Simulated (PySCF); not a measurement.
# Solvent effects on NMR parameters

Molfile (atoms numbered from 1):
```
C8H10NP
     RDKit          3D

 20 20  0  0  0  0  0  0  0  0999 V2000
   -2.5402    0.6058   -1.6643 C   0  0  0  0  0  0  0  0  0  0  0  0
   -1.8212   -0.3316   -1.0326 C   0  0  0  0  0  0  0  0  0  0  0  0
   -2.1197   -0.8077    0.3554 C   0  0  0  0  0  0  0  0  0  0  0  0
   -0.3793   -1.0258   -1.9446 P   0  0  0  0  0  0  0  0  0  0  0  0
    0.9672   -0.6510   -0.7494 C   0  0  0  0  0  0  0  0  0  0  0  0
    1.9142   -1.6043   -0.3610 C   0  0  0  0  0  0  0  0  0  0  0  0
    2.9572   -1.2179    0.4804 C   0  0  0  0  0  0  0  0  0  0  0  0
    3.1120    0.0172    0.9490 N   0  0  0  0  0  0  0  0  0  0  0  0
    2.2123    0.9246    0.5775 C   0  0  0  0  0  0  0  0  0  0  0  0
    1.1366    0.6514   -0.2649 C   0  0  0  0  0  0  0  0  0  0  0  0
   -3.4017    1.0794   -1.1799 H   0  0  0  0  0  0  0  0  0  0  0  0
   -2.2974    0.9257   -2.6818 H   0  0  0  0  0  0  0  0  0  0  0  0
   -2.3319   -1.8894    0.3595 H   0  0  0  0  0  0  0  0  0  0  0  0
   -1.2524   -0.6535    1.0176 H   0  0  0  0  0  0  0  0  0  0  0  0
   -2.9852   -0.2828    0.7865 H   0  0  0  0  0  0  0  0  0  0  0  0
   -0.5338   -2.3927   -1.5567 H   0  0  0  0  0  0  0  0  0  0  0  0
    1.8433   -2.6415   -0.6988 H   0  0  0  0  0  0  0  0  0  0  0  0
    3.7040   -1.9564    0.7949 H   0  0  0  0  0  0  0  0  0  0  0  0
    2.3511    1.9381    0.9719 H   0  0  0  0  0  0  0  0  0  0  0  0
    0.4324    1.4445   -0.5316 H   0  0  0  0  0  0  0  0  0  0  0  0
  1  2  2  0
  2  3  1  0
  2  4  1  0
  4  5  1  0
  5  6  2  0
  6  7  1  0
  7  8  2  0
  8  9  1  0
  9 10  2  0
 10  5  1  0
  1 11  1  0
  1 12  1  0
  3 13  1  0
  3 14  1  0
  3 15  1  0
  4 16  1  0
  6 17  1  0
  7 18  1  0
  9 19  1  0
 10 20  1  0
M  END
```

GIAO PBE0/pcSseg-1 in PySCF 2.14.0 with density-fitted response routines on one PBE0-D3(BJ)/def2-SVP conformer, non-relativistic, equivalent nuclei averaged. Solvents enter as an IEF-PCM continuum (benzene with ε = 2.3, dimethylsulfoxide with ε = 46.8) around the gas-phase geometry. Shifts are referred to TMS computed in the same medium.

Gas phase, δ in ppm: C7/C9 155.2, C5 154.6, C2 152.0, C1 142.1, C6/C10 130.3, C3 27.8, H18/H19 8.62, H17/H20 7.20, H12 6.18, H11 6.14, H16 4.77, H13/H14/H15 1.95. Dipole moment 2.48 D.

(1) How does each δ change in the continuum?

(2) Which of the listed nuclei move most (in ppm), and what does the model miss? (N and O are left out, as their reference compounds move with the solvent too.)

Answers

(1) 
```json
{"atoms": "C7/C9", "environment": "aromatic CH next to a ring nitrogen", "Δδ, benzene": "+0.4", "Δδ, dimethylsulfoxide": "+0.8"}
{"atoms": "C5", "environment": "substituted aromatic carbon", "Δδ, benzene": "+1.7", "Δδ, dimethylsulfoxide": "+3.9"}
{"atoms": "C2", "environment": "fully substituted alkene carbon", "Δδ, benzene": "+0.4", "Δδ, dimethylsulfoxide": "+1.1"}
{"atoms": "C1", "environment": "terminal =CH2 carbon", "Δδ, benzene": "+1.0", "Δδ, dimethylsulfoxide": "+2.2"}
{"atoms": "C6/C10", "environment": "aromatic CH", "Δδ, benzene": "+1.3", "Δδ, dimethylsulfoxide": "+3.0"}
{"atoms": "C3", "environment": "allylic methyl carbon", "Δδ, benzene": "+0.1", "Δδ, dimethylsulfoxide": "+0.2"}
{"atoms": "H18/H19", "environment": "hydrogen on an aromatic CH next to a ring nitrogen", "Δδ, benzene": "+0.01", "Δδ, dimethylsulfoxide": "+0.01"}
{"atoms": "H17/H20", "environment": "hydrogen on an aromatic CH", "Δδ, benzene": "+0.15", "Δδ, dimethylsulfoxide": "+0.37"}
{"atoms": "H12", "environment": "hydrogen on a terminal =CH2 carbon", "Δδ, benzene": "+0.05", "Δδ, dimethylsulfoxide": "+0.09"}
{"atoms": "H11", "environment": "hydrogen on a terminal =CH2 carbon", "Δδ, benzene": "+0.08", "Δδ, dimethylsulfoxide": "+0.18"}
{"atoms": "H16", "environment": "hydrogen on a phosphorus bonded to 2 C", "Δδ, benzene": "+0.14", "Δδ, dimethylsulfoxide": "+0.38"}
{"atoms": "H13/H14/H15", "environment": "hydrogen on an allylic methyl carbon", "Δδ, benzene": "+0.02", "Δδ, dimethylsulfoxide": "+0.05"}
```

Changes are relative to the gas phase. The dipole moment becomes 2.86 D in benzene, 3.37 D in dimethylsulfoxide.

(2) C5 (substituted aromatic carbon, +3.9 ppm) in dimethylsulfoxide. A continuum only polarises the solute; specific hydrogen bonds, the anisotropy of aromatic solvents and changes of geometry or conformer are outside it.
